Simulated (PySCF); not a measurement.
PySCF input (M06-2X/6-31G* (5d)):

```python
from pyscf import gto, dft

mol = gto.M(
    atom='''
    S    -0.31331600    1.22137300   -1.30459600
    B    -0.00764300    0.02979500   -0.03182600
    S     1.67547400   -0.40434700    0.50007400
    S    -1.35734900   -0.83577100    0.82454400
    H     2.34287700    0.41150300   -0.33333900
    H    -2.38159800   -0.26056200    0.17211300
    ''',
    basis='6-31g*',
    charge=0,
    spin=1,
    verbose=4,
)

mf = dft.UKS(mol, xc='m062x')
mf.grids.level = 4
mf.conv_tol = 1e-9
mf.max_cycle = 100
mf.max_memory = 1500
mf.kernel()
if not mf.converged:
    mf = mf.newton()
    mf.kernel(mf.make_rdm1())
mo, _, stable, _ = mf.stability(return_status=True)
if not stable:
    mf.kernel(mf.make_rdm1(mo, mf.mo_occ))
    stable = mf.stability(return_status=True)[2]
mf.dip_moment()
```

From the output:

```
    S. Lehtola, C. Steigemann, M. J. T. Oliveira, and M. A. L. Marques,  SoftwareX 7, 1–5 (2018)
XC functionals = m062x
    Y. Zhao and D. G. Truhlar,  Theor. Chem. Acc. 120, 215 (2008)
    Y. Zhao and D. G. Truhlar,  Theor. Chem. Acc. 120, 215 (2008)
radial grids:
    Treutler-Ahlrichs [JCP 102, 346 (1995); DOI:10.1063/1.469408] (M4) radial grids

becke partition: Becke, JCP 88, 2547 (1988); DOI:10.1063/1.454033
pruning grids: <function nwchem_prune>
grids dens level: 4
symmetrized grids: False
atomic radii adjust function: <function treutler_atomic_radii_adjust>
small_rho_cutoff = 0
Set gradient conv threshold to 3.16228e-05
tot grids = 145592
init E= -1220.95169331687
  alpha nocc = 28  HOMO = -0.286655528489803  LUMO = -0.0347638925479214
  beta  nocc = 27  HOMO = -0.302611444729658  LUMO = -0.286655528489804

WARN: HOMO -0.286655528489803 >= LUMO -0.286655528489804

cycle= 1 E= -1220.49729174516  delta_E= 0.454  |g|= 0.176  |ddm|= 1.89
  alpha nocc = 28  HOMO = -0.319762622759819  LUMO = -0.0105220430059234
  beta  nocc = 27  HOMO = -0.309739875748399  LUMO = -0.152766711761975
  HOMO = -0.309739875748  LUMO = -0.152766711762  gap/eV = 4.27146
cycle= 2 E= -1220.51737894748  delta_E= -0.0201  |g|= 0.137  |ddm|= 0.467
  alpha nocc = 28  HOMO = -0.323371183684295  LUMO = 0.0106075078234862
  beta  nocc = 27  HOMO = -0.312903284019079  LUMO = -0.148639401791081
  HOMO = -0.312903284019  LUMO = -0.148639401791  gap/eV = 4.46985
cycle= 3 E= -1220.52893961446  delta_E= -0.0116  |g|= 0.0322  |ddm|= 0.207
  alpha nocc = 28  HOMO = -0.324062739856265  LUMO = 0.00228399003094903
  beta  nocc = 27  HOMO = -0.318390352091435  LUMO = -0.147247010995262
  HOMO = -0.318390352091  LUMO = -0.147247010995  gap/eV = 4.65705
cycle= 4 E= -1220.52996854576  delta_E= -0.00103  |g|= 0.0133  |ddm|= 0.0652
  alpha nocc = 28  HOMO = -0.321340929688521  LUMO = 0.00526427881558189
  beta  nocc = 27  HOMO = -0.316577171525903  LUMO = -0.141933905980293
  HOMO = -0.316577171526  LUMO = -0.14193390598  gap/eV = 4.75229
cycle= 5 E= -1220.53021004769  delta_E= -0.000242  |g|= 0.00369  |ddm|= 0.0312
  alpha nocc = 28  HOMO = -0.321918584138834  LUMO = 0.00477893053616341
  beta  nocc = 27  HOMO = -0.316348695906763  LUMO = -0.14016190700398
  HOMO = -0.316348695907  LUMO = -0.140161907004  gap/eV = 4.79429
cycle= 6 E= -1220.53024368032  delta_E= -3.36e-05  |g|= 0.00185  |ddm|= 0.0133
  alpha nocc = 28  HOMO = -0.321469073851278  LUMO = 0.00473202747163826
  beta  nocc = 27  HOMO = -0.31670670096942  LUMO = -0.14043020584582
  HOMO = -0.316706700969  LUMO = -0.140430205846  gap/eV = 4.79673
cycle= 7 E= -1220.53024816393  delta_E= -4.48e-06  |g|= 0.000495  |ddm|= 0.00515
  alpha nocc = 28  HOMO = -0.321508509059559  LUMO = 0.00470067690317544
  beta  nocc = 27  HOMO = -0.316630790915587  LUMO = -0.140255704689582
  HOMO = -0.316630790916  LUMO = -0.14025570469  gap/eV = 4.79941
cycle= 8 E= -1220.53024864236  delta_E= -4.78e-07  |g|= 0.000113  |ddm|= 0.00202
  alpha nocc = 28  HOMO = -0.321477419853153  LUMO = 0.00471171187443264
  beta  nocc = 27  HOMO = -0.316637310237906  LUMO = -0.140253711711833
  HOMO = -0.316637310238  LUMO = -0.140253711712  gap/eV = 4.79964
cycle= 9 E= -1220.53024866369  delta_E= -2.13e-08  |g|= 3.49e-05  |ddm|= 0.000387
  alpha nocc = 28  HOMO = -0.321477588531051  LUMO = 0.00471375864829571
  beta  nocc = 27  HOMO = -0.316638137447517  LUMO = -0.140250696231385
  HOMO = -0.316638137448  LUMO = -0.140250696231  gap/eV = 4.79975
cycle= 10 E= -1220.53024866621  delta_E= -2.51e-09  |g|= 9.61e-06  |ddm|= 0.000142
  alpha nocc = 28  HOMO = -0.321474661039764  LUMO = 0.00471693413508234
  beta  nocc = 27  HOMO = -0.316637915713238  LUMO = -0.140250681217418
  HOMO = -0.316637915713  LUMO = -0.140250681217  gap/eV = 4.79974
cycle= 11 E= -1220.53024866645  delta_E= -2.42e-10  |g|= 3.04e-06  |ddm|= 4.08e-05
  alpha nocc = 28  HOMO = -0.3214747582613  LUMO = 0.00471711158942689
  beta  nocc = 27  HOMO = -0.316638746682917  LUMO = -0.14025129843469
  HOMO = -0.316638746683  LUMO = -0.140251298435  gap/eV = 4.79975
Extra cycle  E= -1220.53024866647  delta_E= -2.48e-11  |g|= 1.67e-06  |ddm|= 8.47e-06
converged SCF energy = -1220.53024866647  <S^2> = 0.7533827  2S+1 = 2.0033798
uhf_internal: lowest eigs of H = [0.02960432 0.17130056 0.19519012]
<class 'pyscf.dft.uks.UKS'> wavefunction is stable in the internal stability analysis
Dipole moment(X, Y, Z, Debye): -0.21321,  0.83097, -0.88758
```

The geometry given is a B3LYP-D3(BJ)/def2-TZVP minimum.
